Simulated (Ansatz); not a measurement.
Ideal-gas functions of AlClH₅NSi, SMILES `[AlH2][NH][SiH2]Cl` at 400 K and 1 bar, from an Ansatz frequency run at PBE0-D4/def2-TZVP.

Molar mass 109.57 g/mol, point group C1 (symmetry number 1), electronic degeneracy 1, moments of inertia 56.312, 360.318, 385.624 u Å². Harmonic wavenumbers (cm⁻¹, unscaled): 50, 152, 170, 258, 482, 516, 551, 579, 606, 701, 769, 799, 892, 940, 952, 1134, 1945, 1960, 2244, 2262, 3585.

Use S(trans) = R[1.5 ln M + 2.5 ln T − 1.1517]; rotational temperatures θ = 24.2544 K / I; S(rot) = R[ln(√π/σ · √(T³/θAθBθC)) + 1.5]; for each mode x = 1.438777 ν̃/T, S = R[x/(eˣ − 1) − ln(1 − e⁻ˣ)] and H = RT x/(eˣ − 1); 1 cm⁻¹ = 0.0119627 kJ/mol; R = 8.31446 J/(mol·K).

Task: By hand: the entropy, in J/(mol·K).

Result: Translation 173.5. Rotation: θ = 0.4307, 0.0673, 0.0629 K, giving 118.2. Vibration, mode by mode: 22.59, 13.44, 12.53, 9.23, 4.71, 4.27, 3.87, 3.57, 3.31, 2.53, 2.08, 1.91, 1.47, 1.28, 1.23, 0.73, 0.06, 0.06, 0.02, 0.02, 0.00, in all 88.9. Electronic 0.0. Sum 380.6 J/(mol·K).

Task: By hand: H − E and G − E in kJ/mol, counted from the electronic energy.

Result: Zero-point energy ½ × 21547 × 0.0119627 = 128.9; thermal vibration 18.8; translation, rotation and pV give 4 RT = 13.3. H − E = 161.0 kJ/mol, and G − E = 161.0 − 400 × 380.6/1000 = 8.8 kJ/mol.

Vibration gives 23 % of the entropy, 22.6 J/(mol·K) of it from the mode under 150 cm⁻¹: soft modes count most, and the harmonic formula is weakest for them. The sum counts one conformer and one mirror image; others add a mixing term.
